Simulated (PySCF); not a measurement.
Atom-mapped SMILES (the numbers label the heavy atoms): `[CH3:1][O:2][SiH2:3][CH:4]([CH3:5])[CH3:6]` (H(Xn): hydrogen on atom n).

Geometry: PBE0-D3(BJ)/def2-SVP; GIAO shifts from PySCF, gas phase, non-relativistic, averaged over equivalent atoms.

At PBE0/pcSseg-1 (169 basis functions, 39 s wall time on 1 thread of an Arm Neoverse N1, shared host):
```
      atoms  δ (ppm)
         C1     54.0
      C5/C6     18.5
         C4     16.2
         O2     -5.3
        Si3     -2.9
     H(Si3)     4.70
      H(C1)     3.60
H(C5)/H(C6)     1.13
      H(C4)     0.45
```

Shifts are taken against calculated references (same method and geometry level): TMS for 13C (σref 184.41) and 29Si (σref 351.99) and 1H (σref 31.27); 17O (σref 334.56) vs H2O.

Problem. Predict the values at wB97X-D/pcSseg-1 on the same geometry.

Solution. 
```tsv
atoms	δ at wB97X-D/pcSseg-1	change
C1	53.9	-0.1
C5/C6	18.4	-0.1
C4	14.9	-1.3
O2	-9.2	-3.9
Si3	-2.9	+0.0
H(Si3)	4.63	-0.07
H(C1)	3.58	-0.02
H(C5)/H(C6)	1.12	-0.01
H(C4)	0.35	-0.10
```

Chemical shifts δ = σref − σ; 13C (σref 184.54), 29Si (σref 352.93), 1H (σref 31.38) against TMS; 17O (σref 333.19) against H2O, all at this level.

The largest change is at O2 (oxygen bonded to C, Si). Cost: 169 basis functions, 43 s wall time on 1 thread of an Arm Neoverse N1, shared host. The order of the carbon signals is the same at both levels.

Experimental scales use liquid or dissolved standards, which lie at an offset from isolated H2O (liquid H2O: subtract about 36 ppm).
